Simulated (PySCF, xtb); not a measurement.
C₃H₇NO. Atoms are numbered in the order given.

```xyz
12

C     -0.7469     1.5847     0.0000
N     -0.0169     0.3488     0.0000
C      1.4213     0.4051     0.0000
C     -0.6472    -0.8569     0.0000
O     -0.1035    -1.9371     0.0000
H     -1.8266     1.3767     0.0000
H     -0.5138     2.1918     0.8924
H     -0.5138     2.1918    -0.8924
H      1.7994    -0.6252     0.0000
H      1.7981     0.9309    -0.8940
H      1.7981     0.9309     0.8940
H     -1.7586    -0.7393     0.0000
```
Charge 0, spin multiplicity 1.

Geometry: PBE0-D3(BJ)/def2-SVP. One conformer was computed; it need not be the lowest.

The numbers are results of IEF-PCM-PBE0/def2-SVP in PySCF, not measurements.

The values are the electrostatic part of the solvation free energy, E(continuum) − E(gas) at the gas-phase geometry, in a cavity of scaled van der Waals radii (PySCF's table); cavitation and dispersion terms are not included. In vacuum the orbital gap is 7.94 eV. The dipole moment in vacuum is 3.80 D.

### Question
Estimate the values in water (ε = 78.36), acetonitrile (ε = 35.69), acetone (ε = 20.49). (The exact figures need the calculation; the answer reports its results.)

### Answer

```csv
solvent,ε,ΔG(elec) (kcal/mol),dipole (D),gap (eV)
water,78.36,-6.2,4.90,7.82
acetonitrile,35.69,-6.0,4.87,7.82
acetone,20.49,-5.8,4.84,7.83
```

For comparison, GFN2-xTB/ALPB(water) (xtb, at the GFN2-xTB geometry, all terms of that model) gives -5.6 kcal/mol.
